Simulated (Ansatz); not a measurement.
A structure drawn as `C=C[SiH](Br)CC`, with this starting geometry:

```xyz
15

C     0.609   -0.164    2.314
C    -0.545    0.066    1.677
Si   -0.806    0.959    0.095
Br   -0.403    3.055    0.329
C     0.326    0.310   -1.272
C     0.178   -1.142   -1.666
H     0.649   -0.645    3.249
H     1.555    0.281    1.907
H    -1.412   -0.340    2.089
H    -2.188    0.766   -0.349
H     1.405    0.472   -0.951
H     0.208    0.911   -2.187
H     0.872   -1.362   -2.437
H    -0.818   -1.338   -2.001
H     0.371   -1.828   -0.797
```

The species carries charge 0 and has multiplicity 1.

**Question.** Does it keep its bonds when Ansatz relaxes it at PBE-D4/def2-SVP and then PBE0-D4/def2-TZVP?

**Answer.** Yes, every drawn bond is still there and no new one forms.

**Question.** Give the relaxed structure. (Estimate.)

**Answer.** Ansatz gave: 
Z-matrix (Å, degrees):
```
Si
C 1 1.855
C 1 1.867 2 113.2
Br 1 2.239 2 107.9 3 -120.8
H 1 1.486 2 110.0 3 124.5
C 2 1.330 1 123.4 3 8.7
H 2 1.089 1 118.2 3 -171.9
C 3 1.528 1 113.3 2 70.7
H 3 1.095 1 108.7 2 -53.4
H 3 1.095 1 107.0 2 -167.2
H 6 1.086 2 122.0 1 -0.1
H 6 1.086 2 122.2 1 179.5
H 8 1.093 3 111.2 1 178.7
H 8 1.093 3 111.3 1 58.9
H 8 1.092 3 111.9 1 -61.0
```
No frequency check was run.

Atoms count as bonded under 1.1 times the sum of their covalent radii (H–H under 0.85 Å, pairs among N, O and F under 1.55 Å), and a drawn bond as lost past 1.3 times.
